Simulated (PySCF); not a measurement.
Al(H)(Cl)(Et) (C2H6AlCl), SMILES [Cl][AlH][CH2]C.

The structure is a stationary point at PBE0-D3(BJ)/def2-SVP. The structure was generated by enumeration; whether it is a known compound was not checked. Other conformers were not sampled.

Two levels are set side by side: TDDFT-PBE/def2-SVPD (PySCF) and TDDFT-ωB97X/def2-SVPD (PySCF). Vertical, same geometry. The lowest singlet is HOMO→LUMO 100 % with PBE and HOMO→LUMO 96 % with the other functional; states are paired by order. Differences are taken from unrounded values.

```csv
quantity,TDDFT-ωB97X
lowest singlet excitation (eV),5.51
lowest triplet excitation (TDA) (eV),5.24
first bright state (f over 0.05) (eV),7.26
its oscillator strength,0.14
```

Question: What does TDDFT-PBE give, and how far is it from TDDFT-ωB97X? (The exact figures need the calculation; the answer reports its results.)

Answer: 
| quantity | TDDFT-PBE | TDDFT-PBE minus TDDFT-ωB97X |
|---|---|---|
| lowest singlet excitation (eV) | 4.68 | -0.84 |
| lowest triplet excitation (TDA) (eV) | 4.39 | -0.85 |
| first bright state (f over 0.05) (eV) | 6.04 | -1.22 |
| its oscillator strength | 0.07 | -0.07 |

Functionals without exact exchange tend to place singlet excitations lower, as here. Differences between two approximate levels are no errors against the true value.

Rough cost on one machine, each run with all the roots and properties that it gave: TDDFT-ωB97X against TDDFT-PBE about 8 times.
